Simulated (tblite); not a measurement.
Parent: `[CH2:1]=[CH:2][O:3][SiH2:4][CH2:5][CH:6]=[O:7]` with C1–C2–O3–Si4 7°, C2–O3–Si4–C5 -57°, O3–Si4–C5–C6 101°, Si4–C5–C6–O7 -89°, C4H8O2Si.

The geometries are computed with GFN2-xTB (gas phase). One conformer each, not checked by frequencies here.

```tsv
coordinate of the parent	value
C1=C2	1.319 Å
C2–O3	1.353 Å
O3–Si4	1.615 Å
Si4–C5	1.935 Å
C5–C6	1.474 Å
C6=O7	1.205 Å
C1–C2–O3	126.4°
C2–O3–Si4	138.0°
O3–Si4–C5	112.9°
Si4–C5–C6	109.3°
C5–C6–O7	125.8°
```

Q: How does the shared frame change in `[CH2:1]=[CH:2][O:3][SiH2:4][CH2:5][C:6](=[O:7])[N:8]=[CH2:9]` with C1–C2–O3–Si4 0°, C2–O3–Si4–C5 180°, O3–Si4–C5–C6 176°, Si4–C5–C6–O7 80°, C5–C6–N8–C9 -110°, C5H9NO2Si? Atoms pair as C1 = C1, C2 = C2, O3 = O3, Si4 = Si4, C5 = C5, C6 = C6, O7 = O7 (parent first).

A: 
```json
{"parent": "C1=C2", "relative": "C1=C2", "value in the relative": "1.320 Å", "change": "+0.001"}
{"parent": "C2–O3", "relative": "C2–O3", "value in the relative": "1.345 Å", "change": "-0.008"}
{"parent": "O3–Si4", "relative": "O3–Si4", "value in the relative": "1.629 Å", "change": "+0.014"}
{"parent": "Si4–C5", "relative": "Si4–C5", "value in the relative": "1.904 Å", "change": "-0.031"}
{"parent": "C5–C6", "relative": "C5–C6", "value in the relative": "1.491 Å", "change": "+0.017"}
{"parent": "C6=O7", "relative": "C6=O7", "value in the relative": "1.210 Å", "change": "+0.005"}
{"parent": "C1–C2–O3", "relative": "C1–C2–O3", "value in the relative": "126.2°", "change": "-0.2"}
{"parent": "C2–O3–Si4", "relative": "C2–O3–Si4", "value in the relative": "131.7°", "change": "-6.3"}
{"parent": "O3–Si4–C5", "relative": "O3–Si4–C5", "value in the relative": "100.9°", "change": "-12.0"}
{"parent": "Si4–C5–C6", "relative": "Si4–C5–C6", "value in the relative": "106.2°", "change": "-3.1"}
{"parent": "C5–C6–O7", "relative": "C5–C6–O7", "value in the relative": "124.3°", "change": "-1.5"}
```

Of the parent's bonds, Si4–C5 changes most (-0.031 Å). Bonds of the relative outside the shared frame: C6–N8 1.370, N8=C9 1.247 Å. Point group C1 → C1.
